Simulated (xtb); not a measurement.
H2O2, charge +1, doublet, geometry from GFN2-xTB (a state made from the parent by changing its charge; the spin is typed, not shown lowest). Base run: GFN0-xTB (xtb).

Geometry (Å):
```xyz
4

O      0.0003     0.6452    -0.0121
O     -0.0003    -0.6452     0.0121
H      0.9431     0.9940    -0.0340
H     -0.9431    -0.9940     0.0340
```
Charge +1, spin multiplicity 2.
All else is at xtb's defaults.
Base energy -5.74241 Eh.

Variants of this job, named by their change:

```json
[
 {"change": "base", "ΔE vs base (kcal/mol)": "0.000"},
 {"change": "acc = 0.1", "ΔE vs base (kcal/mol)": "0.000"},
 {"change": "acc = 30", "ΔE vs base (kcal/mol)": "0.000"},
 {"change": "etemp = 10", "ΔE vs base (kcal/mol)": "0.000"}
]
```
